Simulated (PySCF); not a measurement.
**CaP: energy against distance**

Set-up: basis Ca def2-TZVPP, P def2-TZVPP; no relativity; PySCF 2.14. Energies in eV from Ca + P in their ground configurations at the same level. State: ⁴Σ⁻ (quartet), unpaired electrons σ ↑, π ↑↑.

All columns are PBE0. A positive dipole means Ca(−)P(+).

```csv
R (Å),E (eV),μ (D),Mulliken charge on Ca (basis-dependent),HOMO (eV),LUMO (eV),Mayer bond order,⟨S²⟩
2.378,-0.786,-2.89,0.50,-4.00,-2.97,0.91,3.76
2.489,-1.108,-3.09,0.49,-4.08,-2.80,0.90,3.76
2.599,-1.284,-3.32,0.48,-4.15,-2.65,0.90,3.76
2.682,-1.345,-3.50,0.47,-4.21,-2.55,0.90,3.76
2.765,-1.362,-3.68,0.46,-4.26,-2.45,0.90,3.76
2.848,-1.346,-3.85,0.45,-4.31,-2.36,0.89,3.76
2.959,-1.286,-4.07,0.43,-4.37,-2.30,0.89,3.76
3.097,-1.172,-4.29,0.41,-4.44,-2.38,0.88,3.76
3.263,-1.008,-4.45,0.38,-4.52,-2.45,0.86,3.77
3.484,-0.783,-4.44,0.33,-4.60,-2.52,0.79,3.78
```

A fit through these points gives, at Re = 2.761 Å, μ = -3.67 D and dμ/dR = -2.14 D/Å; the reduced mass is 17.45 u.

**Question.** How strong is the fundamental in the double-harmonic approximation, I = 42.26·(dμ/dR)²/μred km/mol?

**Answer.** I = 42.26·(-2.14)²/17.45 = 11.1 km/mol at PBE0.

The state was picked by a PBE0 search and need not be the measured ground state.
